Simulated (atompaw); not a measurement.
Ga: one change to a PAW (atompaw) potential, before and after

atompaw 4.2.0.5 input, output lines left out:

```
Ga 31
GGA-PBESOL scalarrelativistic loggrid 1500 logderivrange -3 5 201
4 4 3 0 0 0
4 1 1
0 0 0
c
c
c
v
c
c
v
v
2
2.70 2.55 2.25 2.50
y
1.25
n
y
0.95
n
y
0.7
n
custom polynom vanderbiltortho besselshape
bessel
1.60
1.60
2.70
2.70
1.30
1.30
```

Change: reference 3d10 4s1.5 4p1.5.

Cutoffs: the cutoffs (Ry, on a coarse ladder) from which the occupation-weighted sum of valence levels, in a spherical-Bessel basis at the reference potential, stays within 10 and 1 mRy of its value at 400 Ry; they do not see the model core or the augmentation charge, which bear on the density cutoff.

Problem. What does the change do?

Solution. The potential gets neither clearly harder nor softer (90 Ry and 160 Ry → 100 Ry and 160 Ry); the d channel sets the loose cutoff, while the largest relative change is in s, which becomes harder; neither file shows a bound ghost.

```csv
quantity,base,changed
"cutoff, loose",90 Ry,100 Ry
"cutoff, tight",160 Ry,160 Ry
loose cutoff by channel (10 mRy a level),"s 15 Ry, p 6 Ry, d 50 Ry","s 18 Ry, p 6 Ry, d 50 Ry"
bound ghosts,none,none
s: phases at 2.71 bohr within 0.05 rad from the reference energy up to (Ry; the scan ends near 5),to the end of the scan,to the end of the scan
p: phases at 2.71 bohr within 0.05 rad from the reference energy up to (Ry; the scan ends near 5),3.8,3.8
d: phases at 2.71 bohr within 0.05 rad from the reference energy up to (Ry; the scan ends near 5),4.9,4.8
lowest overlap eigenvalue by channel,"s 0.22, p 0.74, d 1.00","s 0.22, p 0.74, d 1.00"
```

 The cutoffs see the waves, projectors and local potential, not the compensation charge or the core.
